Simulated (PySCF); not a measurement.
Broadened absorption spectrum of C4H9NO2Si

Species: C4H9NO2Si.
SMILES: `C=C(O[SiH3])C(=O)NC`

Computed, not measured: PySCF 2.14.0, density-fitted response routines, TDDFT wB97X-D/def2-SVPD, vertical, gas phase, core orbitals frozen in the response. One conformer (not necessarily the lowest) at the GFN2-xTB geometry, without solvent, vibrations or thermal averaging. Torsions of this conformer, `[CH2:1]=[C:2]([O:3][SiH3:4])[C:5](=[O:6])[NH:7][CH3:8]`: C1–C2–O3–Si4 0°, C1–C2–C5–O6 0°, C2–C5–N7–C8 180°.

Computed states:

| state | E (eV) | f |
| --- | --- | --- |
| S1 | 5.06 | 0.0000 |
| S2 | 5.98 | 0.068 |
| S3 | 6.27 | 0.304 |
| S4 | 6.56 | 0.0070 |
| S5 | 7.12 | 0.0005 |
| S6 | 7.57 | 0.015 |
| S7 | 7.59 | 0.0036 |
| S8 | 7.61 | 0.023 |

Each state is given a Gaussian of 0.25 eV full width at half maximum, with ε(max) = 2.175×10⁸ f / Δν̃ (Δν̃ the width in cm⁻¹). The cross-section is σ = 3.8235×10⁻²¹ ε cm², given in Mb (10⁻¹⁸ cm²). The width is an assumption, not a result. The curve ends short of the highest state used, and states not computed would add to its high-energy end.

(1) What does the envelope look like, and where are its maxima?

(2) Coming from long wavelengths, where does ε first pass 100 L mol⁻¹ cm⁻¹?

(3) On this curve, what absorbance would a 10⁻⁴ mol/L sample give at 222 nm over a 1 cm path?

Answers

(1) 
(E (eV), σ (Mb)): (4.69, 0.00), (4.74, 0.00), (4.80, 0.00), (4.85, 0.00), (4.90, 0.00), (4.96, 0.00), (5.01, 0.00), (5.07, 0.00), (5.12, 0.00), (5.17, 0.00), (5.23, 0.00), (5.28, 0.00), (5.34, 0.00), (5.39, 0.00), (5.44, 0.00), (5.50, 0.00), (5.55, 0.01), (5.61, 0.07), (5.66, 0.32), (5.71, 1.19), (5.77, 4.19), (5.82, 9.41), (5.88, 18.63), (5.93, 26.24), (5.98, 31.32), (6.04, 36.43), (6.09, 47.48), (6.15, 76.26), (6.20, 106.34), (6.25, 125.13), (6.31, 115.80), (6.36, 85.69), (6.42, 45.37), (6.47, 22.05), (6.52, 9.96), (6.58, 4.40), (6.63, 2.60), (6.69, 1.33), (6.74, 0.64), (6.79, 0.25), (6.85, 0.07), (6.90, 0.04), (6.96, 0.07), (7.01, 0.11)

Maxima: 198 nm (6.26 eV), ε about 33000, made up of S3 (99%) (ε in L mol⁻¹ cm⁻¹; maxima over ε = 5, shares over 10%). At its high-energy end, 7.01 eV, the curve is still rising (ε about 30, from S5).

(2) At about 219 nm (5.67 eV), 0.60 eV above S1.

(3) 222 nm is 5.585 eV, where ε is about 8 L mol⁻¹ cm⁻¹, so A = ε c l ≈ 0.0008 (Beer–Lambert, with the gas-phase spectrum and the assumed width).

The run took 74 s of wall time on an Arm Neoverse V1 with one thread, on a shared host, and the process peaked at 1.1 GiB of memory.
